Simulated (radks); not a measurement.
Polarisability of the chromium ion Cr+, [Ar] 3d5, at imaginary frequency. Method: non-relativistic Kohn-Sham, exchange-only LDA, spin-polarised, spherical densities, point nucleus; open shells are filled with parallel spins first; computed with a radial shooting solver on a logarithmic mesh with Libxc functionals. Response by self-consistent Sternheimer equations with the Hartree and adiabatic exchange-only LDA kernel.

w (hartree)  alpha1(iw) (bohr^3)
0.00266                    16.16
0.0143                     16.09
0.0360                     15.70
0.0697                     14.62
0.118                      12.67
0.186                      10.22
0.280                      7.921
0.413                      6.014
0.605                      4.453
0.892                      3.159
1.35                       2.090
2.12                       1.231
3.59                      0.5981
6.94                      0.2135
17.5                     0.04493

Static values: alpha1 = 16.16 bohr^3 (2.395 angstrom^3; uncoupled 20.13). C6 = 61.91, triple-dipole C9 = 630.1 atomic units. One-pole (London) frequency 4 C6 / (3 alpha1^2) = 0.316 hartree, against 0.379 for minus the highest occupied eigenvalue. The dipole shielding factor is 0.959, as the force sum rule N/Z = 0.958 demands.
